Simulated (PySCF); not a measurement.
Computed Raman spectrum (relative Raman activity) of a molecule C3H6BNO. The structure is a stationary point at ωB97X-D3(BJ)/def2-SVP. The values are those of a single conformer. Calculation: ωB97X-D3(BJ)/def2-SVP run with PySCF. Frequencies are harmonic and unscaled.

ν (cm⁻¹): 556 (vw), 744 (w), 979 (vw), 1010 (vw), 1170 (w), 1175 (vw), 1347 (vw), 1416 (w), 1418 (w), 1451 (w), 1475 (w), 2418 (s), 3061 (vs), 3097 (vs), 3142 (s), 3154 (s), 3182 (s), 3825 (s) (against the strongest line: vs over 80 %, s over 45 %, m over 15 %, w over 4 %, vw less)

Problem. Identify the compound among the candidates.
(A) CB(O)CC#N
(B) C=C=CB(N)O
(C) CB1C=NCO1
(D) NB1C=CCO1

Solution. A, CB(O)CC#N
